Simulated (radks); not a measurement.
Values are calculated unless marked as measured or tabulated.
Trend from K to Kr: ionisation energy by Delta-SCF between NIST ground configurations, and size. Code: a radial shooting solver on a logarithmic mesh with Libxc functionals. Model: scalar-relativistic Kohn-Sham, r2SCAN, spin-polarised, spherical densities, finite nucleus; open shells are filled with parallel spins first; meta-GGA in the generalised Kohn-Sham scheme; Fermi nuclear charge, rms radius of each element as measured or else 0.836 A^(1/3) + 0.57 fm.

K: configuration [Ar] 4s1; IE (eV) 4.269; NIST (eV) 4.341; kind exp.; outermost 4s; <r> outermost (bohr) 4.97; r at 0.001 e/bohr^3 (bohr) 4.46
Ca: configuration [Ar] 4s2; IE (eV) 5.832; NIST (eV) 6.113; kind exp.; outermost 4s; <r> outermost (bohr) 4.08; r at 0.001 e/bohr^3 (bohr) 5.13
Sc: configuration [Ar] 3d1 4s2; IE (eV) 6.185; NIST (eV) 6.561; kind exp.; outermost 4s; <r> outermost (bohr) 3.86; r at 0.001 e/bohr^3 (bohr) 5.00
Ti: configuration [Ar] 3d2 4s2; IE (eV) 6.426; NIST (eV) 6.828; kind exp.; outermost 4s; <r> outermost (bohr) 3.71; r at 0.001 e/bohr^3 (bohr) 4.88
V: configuration [Ar] 3d3 4s2; IE (eV) 5.553; NIST (eV) 6.746; kind exp.; outermost 4s; <r> outermost (bohr) 3.59; r at 0.001 e/bohr^3 (bohr) 4.77
Cr: configuration [Ar] 3d5 4s1; IE (eV) 7.355; NIST (eV) 6.767; kind exp.; outermost 4s; <r> outermost (bohr) 3.28; r at 0.001 e/bohr^3 (bohr) 4.40
Mn: configuration [Ar] 3d5 4s2; IE (eV) 6.946; NIST (eV) 7.434; kind exp.; outermost 4s; <r> outermost (bohr) 3.40; r at 0.001 e/bohr^3 (bohr) 4.58
Fe: configuration [Ar] 3d6 4s2; IE (eV) 7.652; NIST (eV) 7.902; kind exp.; outermost 4s; <r> outermost (bohr) 3.16; r at 0.001 e/bohr^3 (bohr) 4.49
Co: configuration [Ar] 3d7 4s2; IE (eV) 7.902; NIST (eV) 7.881; kind exp.; outermost 4s; <r> outermost (bohr) 2.99; r at 0.001 e/bohr^3 (bohr) 4.40
Ni: configuration [Ar] 3d8 4s2; IE (eV) 6.992; NIST (eV) 7.640; kind exp.; outermost 4s; <r> outermost (bohr) 2.86; r at 0.001 e/bohr^3 (bohr) 4.32
Cu: configuration [Ar] 3d10 4s1; IE (eV) 8.257; NIST (eV) 7.726; kind exp.; outermost 4s; <r> outermost (bohr) 2.90; r at 0.001 e/bohr^3 (bohr) 4.09
Zn: configuration [Ar] 3d10 4s2; IE (eV) 9.411; NIST (eV) 9.394; kind exp.; outermost 4s; <r> outermost (bohr) 2.65; r at 0.001 e/bohr^3 (bohr) 4.19
Ga: configuration [Ar] 3d10 4s2 4p1; IE (eV) 5.850; NIST (eV) 5.999; kind exp.; outermost 4p; <r> outermost (bohr) 3.30; r at 0.001 e/bohr^3 (bohr) 4.41
Ge: configuration [Ar] 3d10 4s2 4p2; IE (eV) 8.161; NIST (eV) 7.899; kind exp.; outermost 4p; <r> outermost (bohr) 2.81; r at 0.001 e/bohr^3 (bohr) 4.43
As: configuration [Ar] 3d10 4s2 4p3; IE (eV) 10.282; NIST (eV) 9.789; kind exp.; outermost 4p; <r> outermost (bohr) 2.49; r at 0.001 e/bohr^3 (bohr) 4.33
Se: configuration [Ar] 3d10 4s2 4p4; IE (eV) 9.285; NIST (eV) 9.752; kind exp.; outermost 4p; <r> outermost (bohr) 2.33; r at 0.001 e/bohr^3 (bohr) 4.25
Br: configuration [Ar] 3d10 4s2 4p5; IE (eV) 11.984; NIST (eV) 11.814; kind exp.; outermost 4p; <r> outermost (bohr) 2.11; r at 0.001 e/bohr^3 (bohr) 4.13
Kr: configuration [Kr]; IE (eV) 14.435; NIST (eV) 14.000; kind exp.; outermost 4p; <r> outermost (bohr) 1.93; r at 0.001 e/bohr^3 (bohr) 4.01

Reference values: NIST Atomic Spectra Database (measured). Open shells are spherical and high-spin; term and fine-structure splittings are not resolved.
